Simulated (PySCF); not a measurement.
How methods differ on the ionisation energy of Si²⁺

Si²⁺ [Ne] 3s2 (1S) → Si³⁺ [Ne] 3s1 (2S), as a difference of total energies. All numbers are calculated (PySCF 2.14, no relativity, point nucleus, in aug-cc-pwCVQZ (10s9p7d5f3g, 134 functions)). Correlated levels: valence: [Ne] frozen; valence and next inner shell: 1s2 frozen; nothing frozen. The calculations carry no spin-orbit coupling.

Order these methods by the ionisation energy they give, lowest first.
A. M06-2X
B. PBE0
C. wB97M-V
D. LDA

B (33.243 eV), C (33.501 eV), D (33.522 eV), A (33.639 eV).

MP2 underrates the near-degeneracy of ns² with np² in the lower species.

For comparison: 33.493 eV (measured; NIST Atomic Spectra Database, ionization energies).
